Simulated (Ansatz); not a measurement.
Zn₆O₇. Charge 0, multiplicity 3. Geometry r2SCAN-D4/def2-SVP, that of the neutral singlet; atoms count from 1.

```xyz
13

Zn   -0.568   -0.320    1.990
Zn    0.783   -1.580   -0.152
Zn   -0.944    1.470   -0.293
Zn   -1.863   -1.219   -0.161
Zn    1.176    0.743   -1.745
Zn    1.598    1.034    0.871
O     2.131   -0.359   -0.526
O     0.904    0.620    2.501
O    -0.583   -2.059    1.039
O    -0.673    0.255   -2.086
O    -0.698   -1.198   -1.713
O    -2.038    0.423    0.783
O     0.774    2.191   -0.509
```

The structure holds one bond between oxygen atoms, so isomers without such links may lie far lower. At PBE0-D4/def2-SVP a singlet of charge 0 lies 2.77 eV below the triplet at the same geometry. The structure comes from a short search, and lower isomers may exist.

(1) Estimate the Mulliken populations from the PBE0/def2-SVP orbitals of Ansatz.

(2) Where does the spin sit?

(3) And the Mayer bond orders between heavy atoms (over 0.3)?

Results:

(1) 
| atom | charge (e) | spin (α − β) | d electrons |
| --- | --- | --- | --- |
| Zn1 | 0.65 | 0.19 | 9.93 |
| Zn2 | 0.70 | 0.11 | 9.95 |
| Zn3 | 0.70 | 0.11 | 9.95 |
| Zn4 | 0.71 | 0.19 | 9.97 |
| Zn5 | 0.71 | 0.19 | 9.97 |
| Zn6 | 0.65 | 0.19 | 9.93 |
| O7 | -0.71 | 0.03 | – |
| O8 | -0.43 | 0.88 | – |
| O9 | -0.70 | 0.04 | – |
| O10 | -0.44 | 0.01 | – |
| O11 | -0.44 | 0.01 | – |
| O12 | -0.71 | 0.03 | – |
| O13 | -0.70 | 0.04 | – |
Mulliken values depend strongly on the basis.

(2) Summed by element: Zn 0.98, O 1.02, of 2 unpaired in all. Largest on single atoms: O8 0.88, Zn1 0.19, Zn6 0.19.

(3) Zn1–O8 0.61 (1.82 Å); Zn1–O9 0.59 (1.98 Å); Zn1–O12 0.53 (2.04 Å); Zn2–O7 0.71 (1.86 Å); Zn2–O9 0.70 (1.88 Å); Zn2–O11 0.33 (2.19 Å); Zn3–O10 0.33 (2.18 Å); Zn3–O12 0.71 (1.86 Å); Zn3–O13 0.70 (1.88 Å); Zn4–O9 0.55 (1.95 Å); Zn4–O11 0.52 (1.94 Å); Zn4–O12 0.61 (1.90 Å); Zn5–O7 0.61 (1.90 Å); Zn5–O10 0.52 (1.94 Å); Zn5–O13 0.55 (1.95 Å); Zn6–O7 0.53 (2.04 Å); Zn6–O8 0.61 (1.82 Å); Zn6–O13 0.60 (1.98 Å); O10–O11 0.89 (1.50 Å).
